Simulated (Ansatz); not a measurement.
Born–Oppenheimer molecular dynamics of ClGaH2O (5 atoms, charge 0, multiplicity 1). It starts at the highest image of a converged band. Of that band: Beside the main top the profile has a ripple of under 15 meV (maxima at images 3, 8), which may be a very shallow well or noise. A vibrational analysis at the climbing image gives one clearly imaginary mode, 853i cm⁻¹: a first-order saddle point.

Computed with RKS revPBE-D4/def2-SVP (Ansatz).

```json
{
 "ensemble": "NVE (velocity Verlet)",
 "time step": "0.5 fs",
 "steps asked": "200",
 "starting velocities drawn for": "300 K",
 "seed": "2824"
}
```

First frame:

```xyz
5
Properties=species:S:1:pos:R:3
Ga -0.281 -0.166 0.596
H 1.067 0.038 1.493
Cl 2.176 0.090 0.083
O -1.145 -0.352 -0.981
H -2.109 -0.457 -0.858
```

Problem. How far do the bonds stretch over the last three quarters of this one trajectory? (Pairs bonded in most of those frames.)

Solution. 
```tsv
bond	mean (Å)	spread (Å)	shortest	longest
Ga1–H2	1.646	0.087	1.50	1.80
Ga1–Cl3	2.229	0.198	1.95	2.56
Ga1–O4	1.800	0.059	1.70	1.90
O4–H5	0.980	0.031	0.93	1.03
```

Mean temperature of the second half: 2636 K. The conserved energy stayed within 0.35 meV per atom of its start (net change 0.19 meV per atom), so the integration is sound. The system heated up, since it started high on the potential surface and ran downhill. A run of 0.1 ps of so small a system gives no equilibrium averages. The orbitals stay closed-shell, which can raise the energy where a bond breaks towards radicals; this wasn't checked here.

Time of the run: 5 min on 1 thread of Arm Neoverse V2, on a shared host, peak memory 0.12 GiB.
